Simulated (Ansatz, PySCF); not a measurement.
This Ansatz (a program for electronic structure) input computes a B3LYP/def2-TZVPD energy:

Ansatz 0.2 input:
```yaml
crystal:
  periodic: [false, false, false]
  atoms:
    - {symbol: Sr, position_ang: [-0.08053828, -0.54825205, -0.21537451]}
    - {symbol: Cl, position_ang: [1.80220743, 1.00554733, -1.39944353]}
    - {symbol: Cl, position_ang: [-1.62218068, 0.21995724, 1.88086892]}
basis:
  gaussian:
    orbitals: def2-TZVPD
hamiltonian:
  xc: {name: B3LYP}
total_charge: -1
magnetization: {spin_polarized: true, initial_magnetization: 1}
output: {forces: true}
```

Q: Write an input for the same energy in PySCF and say what it gives.

A: 
```python
from pyscf import gto, scf, dft

mol = gto.M(
    atom='''
    Sr   -0.08053828   -0.54825205   -0.21537451
    Cl    1.80220743    1.00554733   -1.39944353
    Cl   -1.62218068    0.21995724    1.88086892
    ''',
    basis='def2-tzvpd',
    ecp='def2-tzvp',
    charge=-1,
    spin=1,
    verbose=4,
)

mf = dft.UKS(mol, xc='b3lyp').density_fit(auxbasis='def2-universal-jkfit')
mf.grids.level = 3
mf.conv_tol = 1e-9
mf.max_cycle = 100
mf.max_memory = 1500
mf.kernel()
if not mf.converged:
    mf = mf.newton()
    mf.kernel(mf.make_rdm1())
for _ in range(2):
    mo, _, stable, _ = mf.stability(return_status=True)
    if stable:
        break
    mf.kernel(mf.make_rdm1(mo, mf.mo_occ))
mf.analyze()
```
It gives -951.40707 Eh, and Ansatz -951.40698 Eh, a difference of 0.09 mEh, from the treatment of integrals and grids.
